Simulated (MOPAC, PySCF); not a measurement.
C2H7InO, SMILES `[CH3][In]([CH3])[OH]` (C–In–O–H torsion 0°), neutral singlet in the gas phase. 

Z-matrix (Å, degrees):
```
In
O 1 2.0239
H 2 0.9623 1 114.32
C 1 2.1578 2 108.52 3 -179.72
H 4 1.0882 1 108.25 2 -6.84
H 4 1.0895 5 109.76 1 120.99
H 4 1.0899 5 109.42 6 118.98
C 1 2.1689 2 113.41 3 0.09
H 8 1.0883 1 111.45 2 178.08
H 8 1.0899 9 109.35 1 120.65
H 8 1.0899 9 109.28 10 118.73
```
Charge 0, multiplicity 1.

All levels are single points at this geometry (B3LYP-D3(BJ)/def2-TZVP); Pople sets use spherical d functions. Orbital energies aren't observables, and empty levels follow the basis.

| level | HOMO (eV) | LUMO (eV) | gap (eV) | dipole (D) | vertical IE, Delta-SCF (eV) |
|---|---|---|---|---|---|
| B3LYP-D3(BJ)/def2-TZVP in PySCF | -7.19 | -1.03 | 6.16 | 2.45 | 9.31 |
| B3LYP/6-31G* (LANL2DZ on In) in PySCF | -6.95 | -0.67 | 6.27 | 2.38 | 9.20 |
| BP86/6-31G* (LANL2DZ on In) in PySCF | -5.79 | -1.21 | 4.58 | 2.18 | – |
| M06-2X/6-31G* (LANL2DZ on In) in PySCF | -8.38 | -0.05 | 8.33 | 2.52 | – |
| PBE/6-31G* (LANL2DZ on In) in PySCF | -5.68 | -1.18 | 4.51 | 2.17 | – |
| SVWN5/6-31G* (LANL2DZ on In) in PySCF | -5.81 | -1.26 | 4.55 | 2.22 | – |
| HF/6-31G* (LANL2DZ on In) in PySCF | -10.11 | 1.81 | 11.92 | 2.93 | – |
| PM6 in MOPAC | -11.01 | 0.79 | 11.80 | 3.09 | – |
| PM7 in MOPAC | -10.65 | 0.45 | 11.11 | 2.84 | – |
